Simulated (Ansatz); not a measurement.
Ansatz (a first-principles code) input:

Ansatz 0.2 input:
```yaml
crystal:
  periodic: [false, false, false]
  atoms:
    - {symbol: Te, position_ang: [0.02798640, 0.00963093, 0.86948571]}
    - {symbol: Br, position_ang: [0.82451525, -1.70908550, -0.65426019]}
    - {symbol: Br, position_ang: [-0.86609505, 1.69477669, -0.63754715]}
basis:
  gaussian:
    orbitals: def2-TZVPD
hamiltonian:
  xc: {name: PBE-QIDH}
total_charge: 1
magnetization: {spin_polarized: true, initial_magnetization: 1}
correlation: {electrons: outside_noble_gas}
```

Q: Which total energy does the run end on?

A: -5414.49965 Eh (PBE-QIDH/def2-TZVPD). The basis has 173 functions.
